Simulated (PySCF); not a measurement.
Gas-phase XPS of `CCO[Si@H]1C=CC=C1F`, computed

Species: C6H9FOSi.
Numbering: `[CH3:1][CH2:2][O:3][Si@H:4]1[CH:5]=[CH:6][CH:7]=[C:8]1[F:9]`

Computed, not measured: delta-SCF UKS SCAN, pcX-2 on the ionised atom, pcseg-1 elsewhere, spin-free X2C in PySCF 2.14.0. Each binding energy is the total energy of the core-ionised species, with the hole localised on one atom, minus that of the ground state; both are solved self-consistently, so orbital relaxation is included.

Problem. What binding energy does each computed site have?

Solution. 
```
atom(s)                  bonded to     level  binding energy (eV)  2p1/2 (eV)  above the level's lowest (eV)  count
    Si4               O, 2 C and H  Si 2p3/2               107.15      107.78                           0.00      1
     C5  C (double bond), H and Si      C 1s               289.57           –                           0.00      1
     C7   C (double bond), C and H      C 1s               290.50           –                          +0.93      1
     C1                  C and 3 H      C 1s               290.74           –                          +1.17      1
     C6   C (double bond), C and H      C 1s               290.87           –                          +1.30      1
     C8  F, C (double bond) and Si      C 1s               291.79           –                          +2.22      1
     C2               O, C and 2 H      C 1s               292.33           –                          +2.76      1
     O3                   C and Si      O 1s               537.88           –                           0.00      1
     F9                          C      F 1s               692.82           –                           0.00      1
    Si4               O, 2 C and H     Si 1s              1847.08           –                           0.00      1
```

The listed C 1s values span 2.76 eV, from C5 (bonded to C (double bond), H and Si) to C2 (bonded to O, C and 2 H). The widest gap between neighbouring values is 0.93 eV, between 289.57 and 290.50 eV. Summing the Pauling electronegativity differences to the bonded atoms, each weighted by its formal bond order, gives -1.00 for the lowest site and +0.19 for the highest; the largest sum, +0.78, belongs to C8, 0.54 eV below the top. The smallest sum, -1.05, belongs to C1, 1.17 eV above the lowest.

Problem. Express the binding energy of C 1s of C1 in atomic units and per mole.

Solution. 290.74 eV = 10.6845 Eh = 28052 kJ/mol.

Spin contamination (⟨S²⟩ against 0.75 for a pure doublet) is marked for C 1s of C6 (0.97), C 1s of C7 (0.87) and C 1s of C8 (0.90), which makes these values less certain. Spin–orbit and ligand-field terms were added within each 2p shell after the spin-free SCF. 2p1/2 minus 2p3/2 (ligand field included): Si 0.62 eV. Isolated species at its PBE0-D3(BJ)/def2-SVP geometry (one conformer only).

The run took 3.1 min of wall time on Arm Neoverse V2, one thread, no GPU (shared host), and the process peaked at 0.74 GiB of memory.

Conformer computed: `[CH3:1][CH2:2][O:3][Si@H:4]1[CH:5]=[CH:6][CH:7]=[C:8]1[F:9]`: C1–C2–O3–Si4 -175°, C2–O3–Si4–C5 -175°.
